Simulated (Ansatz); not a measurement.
Reactions of H9NOSi3, SMILES `O[SiH2]N[SiH2][SiH3]`.

Isolated molecules relaxed with PBE0-D4/def2-TZVP in Ansatz; ΔE leaves out vibrations. CBS: MP2 limit from def2 TZ/QZ plus the TZ coupled-cluster correction, frozen cores. This one scheme is used for every species. DFT in def2-TZVPP. B3LYP here is the variant with VWN-RPA as its local correlation; programs differ in this. Elements past krypton have def2 core potentials. For Ge, Te outer-core shells are correlated without core-valence functions, which leaves a few kJ/mol of doubt a bond. Scalar relativity is left out up to krypton. Each species was taken in one conformer, which may not be the lowest.

```json
{"reaction": "`O[SiH2]N[SiH2][SiH3]` + `B[Te]C` → `C[Te][SiH2]O` + `BN[SiH2][SiH3]`", "ωB97M-V (kcal/mol)": "-9.2", "B3LYP-D4 (kcal/mol)": "-9.6", "r2SCAN-D4 (kcal/mol)": "-8.4"}
{"reaction": "`O[SiH2]N[SiH2][SiH3]` + `C[SiH](O)O[SiH2]O` → `O[SiH2]O[SiH2][SiH3]` + `C[SiH](O)N[SiH2]O`", "ωB97M-V (kcal/mol)": "2.5", "B3LYP-D4 (kcal/mol)": "2.0", "r2SCAN-D4 (kcal/mol)": "2.2"}
{"reaction": "`O[SiH2]N[SiH2][SiH3]` + `CB(N)O` → `CB(N)O[SiH3]` + `O[SiH2]N[SiH3]`", "ωB97M-V (kcal/mol)": "-22.0", "B3LYP-D4 (kcal/mol)": "-21.7", "r2SCAN-D4 (kcal/mol)": "-20.1"}
{"reaction": "`O[SiH2]N[SiH2][SiH3]` + HCl → `O[SiH2]N[SiH2]Cl` + SiH₄", "ωB97M-V (kcal/mol)": "-28.4", "B3LYP-D4 (kcal/mol)": "-27.0", "r2SCAN-D4 (kcal/mol)": "-26.9"}
{"reaction": "`O[SiH2]N[SiH2][SiH3]` → `N[SiH2]O[SiH2][SiH3]`", "ωB97M-V (kcal/mol)": "-11.9", "B3LYP-D4 (kcal/mol)": "-12.9", "r2SCAN-D4 (kcal/mol)": "-12.2"}
{"reaction": "`O[SiH2]N[SiH2][SiH3]` + `B[CH2][GeH3]` → `BC[SiH2]O` + `[SiH3][SiH2][NH][GeH3]`", "ωB97M-V (kcal/mol)": "13.9", "B3LYP-D4 (kcal/mol)": "13.8", "r2SCAN-D4 (kcal/mol)": "13.8"}
{"reaction": "`O[SiH2]N[SiH2][SiH3]` + `BOCC` → `BOC(C)[SiH3]` + `O[SiH2]N[SiH3]`", "ωB97M-V (kcal/mol)": "4.2", "B3LYP-D4 (kcal/mol)": "5.3", "r2SCAN-D4 (kcal/mol)": "6.3"}
{"reaction": "`O[SiH2]N[SiH2][SiH3]` + orthosilicic acid → `O[SiH2]O[Si](O)(O)O` + `N[SiH2][SiH3]`", "ωB97M-V (kcal/mol)": "-12.8", "B3LYP-D4 (kcal/mol)": "-13.5", "r2SCAN-D4 (kcal/mol)": "-13.2"}
{"reaction": "`O[SiH2]N[SiH2][SiH3]` + `[AlH3]` → `O[SiH2]N[SiH2][AlH2]` + SiH₄", "ωB97M-V (kcal/mol)": "1.3", "B3LYP-D4 (kcal/mol)": "0.7", "r2SCAN-D4 (kcal/mol)": "0.7"}
{"reaction": "`O[SiH2]N[SiH2][SiH3]` + H–F → `F[SiH2]N[SiH2][SiH3]` + H₂O", "ωB97M-V (kcal/mol)": "-10.7", "B3LYP-D4 (kcal/mol)": "-11.1", "r2SCAN-D4 (kcal/mol)": "-11.1"}
```

(1) Give the CCSD(T)/CBS values in the same order. (Estimate.)

Largest T1 diagnostic: 0.015, for `B[Te]C`.

## Answers

(1) The calculation gave: -7.8, 2.4, -21.7, -27.3, -11.7, 14.2, 5.0, -12.8, 0.5, -10.8 kcal/mol.
